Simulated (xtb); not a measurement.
C$_{4}$H$_{12}$O$_{4}$Ti, charge +1, doublet, geometry from GFN2-xTB of the parent state (such geometries of metal compounds can be far from the true shape) (the multiplicity is a formal guess); GFN2-xTB (xtb 6.7.1).

Input for xtb:
```
$ xtb mol.xyz --gfn 2 --chrg 1 --uhf 1 --json

# file mol.xyz
21

Ti     0.20428409     0.01719143     0.18943717
O     -1.57175937     0.20905870     0.43486864
C     -1.71222896     0.89942815     1.63310933
H     -0.90505706     1.65838599     1.73697637
H     -2.68926980     1.40893968     1.65796989
H     -1.64383368     0.20814387     2.49136806
O      0.91106053    -0.81005718    -1.30941650
C      0.09971377    -0.83738829    -2.42374965
H      0.29934767     0.04691736    -3.05934113
H      0.32335633    -1.72874078    -3.03387543
H     -0.97718831    -0.83599539    -2.14945761
O      0.70581010    -1.19491738     1.45638054
C      0.46012773    -2.44463085     0.95879222
H      0.83287232    -2.48166689    -0.09879669
H      1.01062645    -3.20725035     1.53532784
H     -0.62041800    -2.68550771     0.94558554
O      0.77138312     1.73121427     0.00232228
C      0.09178883     2.38925700    -1.00172632
H     -0.96831077     2.05667919    -1.04842929
H      0.12466019     3.47818711    -0.82992120
H      0.55060104     2.18131338    -1.98681744
```

It wrote (shortened):

```
   ID    Z sym.   atoms
    1   22 Ti     1
    2    8 O      2, 7, 12, 17
    3    6 C      3, 8, 13, 18
    4    1 H      4-6, 9-11, 14-16, 19-21

           -------------------------------------------------
          |                Calculation Setup                |
           -------------------------------------------------

molecular fragmentation (1/2 indicates fragments):
111111111121111122222
# atoms in fragment 1/2:    15     6
 fragment masses (1/2) :      139.96       32.04
CMA distance (Bohr)    :   4.858
constraining FC (au)   :  0.0500

           -------------------------------------------------
          |                 G F N 2 - x T B                 |
           -------------------------------------------------

          ...................................................
          :                      SETUP                      :
          :.................................................:
          :  # basis functions                  54          :
          :  # atomic orbitals                  53          :
          :  # shells                           31          :
          :  # electrons                        55          :
          :  max. iterations                   250          :
          :  Hamiltonian                  GFN2-xTB          :
          :  restarted?                      false          :
          :  GBSA solvation                  false          :
          :  PC potential                    false          :
          :  electronic temp.          300.0000000     K    :
          :  accuracy                    1.0000000          :
          :  -> integral cutoff          0.2500000E+02      :
          :  -> integral neglect         0.1000000E-07      :
          :  -> SCF convergence          0.1000000E-05 Eh   :
          :  -> wf. convergence          0.1000000E-03 e    :
          :  Broyden damping             0.4000000          :
          :  net charge                          1          :
          :  unpaired electrons                  1          :
          ...................................................

 iter      E             dE          RMSdq      gap      omega  full diag
   1    -32.3423733 -0.323424E+02  0.738E+00    1.90       0.0  T
   2    -32.4033603 -0.609870E-01  0.327E+00    3.22       1.0  T
   3    -32.3779132  0.254472E-01  0.299E+00    2.04       1.0  T
   4    -32.4296775 -0.517643E-01  0.111E+00    2.44       1.0  T
[...]
         :: total energy             -32.206795530821 Eh    ::
[...]
                             7 O    0.828     3 C    0.135     8 C    0.127
                            13 C    0.120    18 C    0.116
     2   8 O    2.225 --     3 C    1.016     1 Ti   0.942
     3   6 C    3.944 --     2 O    1.016     5 H    0.950     6 H    0.913
                             4 H    0.855     1 Ti   0.135
     4   1 H    0.985 --     3 C    0.855
     5   1 H    0.986 --     3 C    0.950
     6   1 H    0.984 --     3 C    0.913
     7   8 O    2.245 --     8 C    1.033     1 Ti   0.828
     8   6 C    3.946 --     7 O    1.033    10 H    0.940     9 H    0.892
                            11 H    0.884     1 Ti   0.127
     9   1 H    0.982 --     8 C    0.892
    10   1 H    0.985 --     8 C    0.940
    11   1 H    0.991 --     8 C    0.884
    12   8 O    2.266 --    13 C    1.078     1 Ti   0.849
    13   6 C    3.938 --    12 O    1.078    15 H    0.928    16 H    0.909
                            14 H    0.787     1 Ti   0.120
    14   1 H    0.967 --    13 C    0.787
    15   1 H    0.978 --    13 C    0.928
    16   1 H    0.986 --    13 C    0.909
    17   8 O    2.268 --    18 C    1.039     1 Ti   0.896
    18   6 C    3.940 --    17 O    1.039    20 H    0.950    21 H    0.893
                            19 H    0.862     1 Ti   0.116
    19   1 H    0.985 --    18 C    0.862
    20   1 H    0.985 --    18 C    0.950
    21   1 H    0.977 --    18 C    0.893
 ---------------------------------------------------------------------------

Topologies differ in total number of bonds
Writing topology from bond orders to xtbtopo.mol

molecular dipole:
                 x           y           z       tot (Debye)
 q only:       -0.960      -0.212      -0.879
   full:       -0.770      -0.215      -0.733       2.757
molecular quadrupole (traceless):
                xx          xy          yy          xz          yz          zz
 q only:      -15.324      -5.801      10.515      -3.696      -1.918       4.808
  q+dip:      -14.276      -5.561      10.456      -4.798      -2.668       3.821
   full:      -14.176      -4.929       9.610      -3.540      -2.015       4.566

           -------------------------------------------------
          | TOTAL ENERGY              -32.206795530821 Eh   |
          | GRADIENT NORM               0.052913147486 Eh/α |
          | HOMO-LUMO GAP               2.673315608821 eV   |
           -------------------------------------------------

normal termination of xtb
```
